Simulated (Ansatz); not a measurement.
Series E3X8: PBE-D4/def2-SVP single points in Ansatz on relaxed structures, gas phase. Core potentials for Sn, no spin–orbit coupling. Binding counts from free atoms in the multiplicity of their measured ground term, without zero-point energy. The structures are stationary points that may keep the symmetry of their start.

```csv
species,atoms,state,geometry,HOMO (eV),LUMO (eV),gap (eV),binding per atom (eV),point group (within 0.1 Å)
Ge3F8,11,singlet,PBE-D4/def2-SVP,-8.53,-3.96,4.57,4.09,–
Sn3H8,11,singlet,PBE0-D4/def2-SVP,-6.37,-1.64,4.74,2.25,–
Sn3Cl8,11,singlet,r2SCAN-D4/def2-SVP,-7.38,-4.93,2.45,2.86,–
Sn3Me8 (C8H24Sn3),35,singlet,PBE-D4/def2-SVP,-5.21,-0.78,4.43,3.74,–
```

The gap (eV) runs from 2.45 (Sn3Cl8) to 4.74 (Sn3H8).
